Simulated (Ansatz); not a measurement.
This geometry of Cl2GaH (4 atoms, charge 0, multiplicity 1) is a first-order saddle point.

Method: Ansatz, RKS PBE/def2-SVP.

```xyz
4
Properties=species:S:1:pos:R:3
Ga -0.298 0.000 0.515
H 1.007 0.000 1.488
Cl 2.154 0.000 0.084
Cl -1.486 0.000 -1.292
```

(1) Which two structures does it join? (They come from a converged band through this point; their orientation in space is the band's.)

(2) How far does it lie above each of them?

Answers

(1) Bonds broken: Ga1–H2, Ga1–Cl3. Bonds formed: H2–Cl3. Cl2GaH becomes ClGa + ClH.

Image 0:

```xyz
4
Properties=species:S:1:pos:R:3
Ga 0.318 0.000 0.381
H 0.091 0.000 1.922
Cl 2.288 0.000 -0.489
Cl -1.320 0.000 -1.018
```

Image 8:

```xyz
4
Properties=species:S:1:pos:R:3
Ga -1.238 0.000 0.399
H 1.991 0.000 1.766
Cl 2.011 0.000 0.468
Cl -1.387 0.000 -1.838
```

(2) 181.3 kJ/mol above the first and 91.3 kJ/mol above the second. This is the barrier of this one path; another mechanism may lie lower. The orbitals stay closed-shell, which can raise the energy where a bond breaks towards radicals; this wasn't checked here.

The run took 69 s on 1 thread of Intel(R) Xeon(R) 6975P-C (Granite Rapids) (shared host), peak memory 0.13 GiB.
